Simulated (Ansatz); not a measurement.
C2H2Cl, doublet (typed; the unrestricted solution is spin-contaminated), at a GFN2-xTB geometry; MP2/STO-3G in Ansatz (a quantum-chemistry and plane-wave program).

Ansatz was given this input:
Ansatz 0.2 input:
```yaml
crystal:
  periodic: [false, false, false]
  atoms:
    - {symbol: C, position_ang: [-0.15812136, 0.84949158, 0.00022359]}
    - {symbol: C, position_ang: [0.97259348, 1.42818972, 0.01535444]}
    - {symbol: Cl, position_ang: [-0.33990486, -0.95740851, -0.00651845]}
    - {symbol: H, position_ang: [-1.13412407, 1.30084788, -0.01044600]}
    - {symbol: H, position_ang: [2.02567392, 1.30900905, 0.02779152]}
basis:
  gaussian:
    orbitals: STO-3G
magnetization: {spin_polarized: true, initial_magnetization: 1}
correlation: {method: mp2}
```

It wrote (shortened):

```
Functional definition: HF
258 factors; integrals over basis functions are off by at most 3.7e-5 eV
mean field evaluation 1: about -14431.8056 eV, gradient 1.1e1 eV
mean field evaluation 2: about -14431.8699 eV, gradient 1.1e1 eV
mean field evaluation 4: about -14433.4592 eV, gradient 2.1e0 eV
mean field evaluation 8: about -14433.7825 eV, gradient 4.7e-1 eV
mean field evaluation 16: about -14433.7921 eV, gradient 2.2e-6 eV
mean field -14433.79210821 eV, -530.4320764009 hartree, gradient 2.2e-6 eV, S^2 1.056672; 0 other end points of the search recorded, 0 dependent functions left out
7 core orbitals not correlated
reference -14433.79210821 eV, -530.4320764009 hartree; 9, 8 occupied and 5, 6 virtual orbitals, 258 factors
second order -2.44253392 eV of doubles, -0.00000000 eV of singles
Total energy: -14436.23464213 eV, -530.5218378668 hartree
```
